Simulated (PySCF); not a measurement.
Species: C5H6N2.
InChI=1S/C5H6N2/c1-5-4-6-2-3-7-5/h2-4H,1H3

Computed with PBE0/def2-SVP geometry optimisation, gas phase in PySCF 2.14.0.

Masses are those of the commonest isotopes; rigid-rotor values at the optimised geometry. 

Task: What are A, B and C (GHz)?

Result: Ia = 85.62, Ib = 187.03, Ic = 269.48 u·Å²; 505379 MHz·u·Å²/I gives 5903, 2702 and 1875 MHz, that is A = 5.9028, B = 2.7021, C = 1.8754 GHz.

Task: What kind of rotor is it?

Result: An asymmetric top; Ray's κ = -0.589.

Task: What does the inertial defect say?

Result: Not planar: Δ = Ic − Ia − Ib = -3.17 u·Å². For a rigid frame Δ = −2 Σ m c², so Σ m c² = 1.58 u·Å² lies off the ab plane, practically all of it from hydrogen. The atom farthest from that plane is 0.89 Å away.

Task: Predict some low-J microwave lines.

Result: The dipole components are |μa| = 0.63 D, |μb| = 0.01 D, |μc| = 0.00 D; the mirror of this Cs structure is the ab plane, so μc vanishes by symmetry and there are no c-type lines. Intensities carry the squares of the components, which stand as 1.00 : 0.00 (a : b). Some lines, for components of 0.1 D or more:

```csv
type,branch,"J(Ka,Kc)",MHz,lower level (cm⁻¹)
a,Q,"1(1,0) ← 1(1,1)",827,0.259
a,Q,"4(2,2) ← 4(2,3)",1889,2.005
a,Q,"2(1,1) ← 2(1,2)",2480,0.537
a,R,"1(0,1) ← 0(0,0)",4578,0.000
a,Q,"3(1,2) ← 3(1,3)",4945,0.951
a,R,"3(1,3) ← 2(1,2)",12411,0.537
a,R,"3(2,2) ← 2(2,1)",13733,0.940
a,R,"3(2,1) ← 2(2,0)",14270,0.945
a,R,"3(1,2) ← 2(1,1)",14876,0.620
a,R,"4(1,4) ← 3(1,3)",16416,0.951
a,R,"4(0,4) ← 3(0,3)",17097,0.894
a,R,"4(2,3) ← 3(2,2)",18200,1.398
```

Task: Estimate the classical rotational partition function at 10 K, 25 K and 298.15 K.

Result: Point group Cs, symmetry number σ = 1; q = (√π/σ)·√((kT/h)³/(ABC)), k/h = 20836.6 MHz/K: 975 at 10 K, 3850 at 25 K, 159000 at 298.15 K.

No PBE0/def2-SVP frequencies stand behind this structure, so it isn't proved a minimum. No vibrational averaging or centrifugal distortion is included, and the geometry carries the error of its method. A rigid rotor knows nothing of internal rotation, which can split or shift real lines. Quadrupole hyperfine structure (14N) is left out.
